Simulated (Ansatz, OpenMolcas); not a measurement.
**How methods differ on C2H3BFN (SMILES FB1C=NC1)**

C2H3BFN: 8 atoms, total charge 0, spin state singlet. As SMILES, `FB1C=NC1`. The shape is that of a PBE0-D4/def2-TZVP optimisation.

Quantity: the vertical energy of the triplet above the singlet, in eV. The values are calculated.

```csv
level,kind,program,value (eV),CPU time (all runs)
SVWN5/def2-SVP,LDA,OpenMolcas,2.90,59 s
PBE/def2-SVP,GGA,OpenMolcas,2.85,94 s
M06-L/def2-SVP,meta-GGA,OpenMolcas,2.90,2 min
r2SCAN/def2-SVP,meta-GGA,OpenMolcas,2.75,1.9 min
B3LYP/def2-SVP,global hybrid,Ansatz,2.95,18 s
wB97M-V/def2-SVP,range-separated hybrid,Ansatz,3.14,3.1 min
PBE-QIDH/def2-SVP,double hybrid,Ansatz,3.10,28 s
RPA@PBE0/def2-SVP,RPA,Ansatz,3.13,28 s
MP2/def2-SVP,perturbation theory,Ansatz,3.49,6.5 s
CCSD/def2-SVP,coupled cluster or CI,Ansatz,3.22,91 s
```

The values span 2.75 to 3.49 eV. Times are those of the runs behind each value, whatever else they computed, on shared processors of several kinds: orders of magnitude only.
